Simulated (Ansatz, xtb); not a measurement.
**Two isomers of F2H2NOSi**

Structure I: `[NH][Si](O)(F)F`, a doublet. Structure II: `N[Si]([O])(F)F`, a doublet. Both are isolated molecules in the gas phase, relaxed with B3LYP/6-31G*; the shapes shown needn't be the lowest conformers.

I (Å):

```xyz
7

F     1.7903   -0.0002   -1.8722
F     3.1357    1.3895   -0.1894
N     0.8441    0.3536    0.7590
O     0.8157    2.3026   -1.1837
Si    1.6515    1.0077   -0.6422
H     0.7885   -0.6696    0.8074
H     0.3704    2.8285   -0.5044
```

II (Å):

```json
{"atom": "F", "x (Å)": "2.9144", "y (Å)": "0.1683", "z (Å)": "0.4104"}
{"atom": "F", "x (Å)": "2.1274", "y (Å)": "2.6050", "z (Å)": "0.4666"}
{"atom": "N", "x (Å)": "0.3586", "y (Å)": "0.7053", "z (Å)": "-0.3143"}
{"atom": "O", "x (Å)": "2.2640", "y (Å)": "1.3585", "z (Å)": "-1.9329"}
{"atom": "Si", "x (Å)": "1.9990", "y (Å)": "1.2360", "z (Å)": "-0.3396"}
{"atom": "H", "x (Å)": "-0.3887", "y (Å)": "1.3512", "z (Å)": "-0.5450"}
{"atom": "H", "x (Å)": "0.1277", "y (Å)": "-0.2461", "z (Å)": "-0.5798"}
```

Energies in hartree; the thermal terms are from B3LYP/6-31G* harmonic frequencies (ideal gas, rigid rotor, one conformer each, 400 K, 1 atm) and include the zero-point energy:

|  | I | II |
| --- | --- | --- |
| E, CCSD(T)/def2-SVP | −618.900361 | −618.890290 |
| E, MP2/def2-SVP | −618.861514 | −618.845127 |
| E, MP2/def2-TZVPP | −619.652936 | −619.634496 |
| zero-point energy | 0.033003 | 0.035060 |
| H(400 K) − E | 0.044443 | 0.046077 |
| G(400 K) − E | −0.011281 | −0.008879 |

Problem. Correct the CCSD(T) difference for the basis set by the MP2 change, then work out ΔE, ΔE₀, ΔH and ΔG for I → II in kJ/mol (1 Eh = 2625.50 kJ/mol) and the equilibrium ratio [II]/[I].

Solution. 1. Differences II − I: CCSD(T) +0.010071, MP2 in the small set +0.016387, MP2 in the large set +0.018440 Eh.
2. ΔE = +0.010071 + (+0.018440 − (+0.016387)) = +0.012124 Eh = +31.83 kJ/mol.
3. ΔE₀ = ΔE + ΔZPE = +0.012124 + (+0.002057) Eh = +37.23 kJ/mol.
4. ΔH = ΔE + (+0.001634) Eh = +36.12 kJ/mol.
5. ΔG = ΔE + (+0.002402) Eh = +38.14 kJ/mol, so ΔS = (ΔH − ΔG)/T = −5.0 J/(mol K).
6. kT = 1.2667 mEh, so K = [II]/[I] = exp(−ΔG/kT) = exp(−11.47) ≈ 1.0 × 10^−5.

Structure I is favoured at this temperature. An error of 4 kJ/mol in ΔG would change K by a factor of 3.3. GFN2-xTB, B3LYP/6-31G* gave ΔE the other sign. Mirror images and further conformers aren't counted.

As drawn, II has 1 N–H in place of 1 O–H.

Other levels gave ΔE = −11.2 (GFN2-xTB); +2.9 (HF/STO-3G, GFN2-xTB geometries); +5.7 (r2SCAN-D4/def2-SVP, GFN2-xTB geometries); −4.1 (B3LYP/6-31G*); +23.3 (HF/def2-SVP); +43.0 (MP2/def2-SVP); +26.4 (CCSD(T)/def2-SVP) kJ/mol. Open shells are spin-unrestricted. The correlated steps freeze 9 core orbitals. Programs: Ansatz 0.2.0, xtb 6.7.1.
